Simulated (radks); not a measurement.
Results of a calculation; reference values are marked as such.
Task: The magnesium ion Mg2+, configuration [Ne] (the NIST ground configuration). Code: a radial shooting solver on a logarithmic mesh with Libxc functionals. Model: Dirac Kohn-Sham, BLYP, spin-unpolarised, spherical densities, point nucleus. Some entries of the table are withheld. Estimate them.

orbital,occ.,eigenvalue (eV),<1/r> (bohr^-1),<r^2> (bohr^2)
1s1/2,2,-1281.301,11.63,(1)
2s1/2,2,-99.8179,(2),0.5822
2p1/2,2,-66.9291,(3),0.5971
2p3/2,4,-66.6364,(4),0.6009

Result: 
(1) 1s1/2 <r^2> (bohr^2): 0.02299
(2) 2s1/2 <1/r> (bohr^-1): 2.107
(3) 2p1/2 <1/r> (bohr^-1): 1.972
(4) 2p3/2 <1/r> (bohr^-1): 1.964
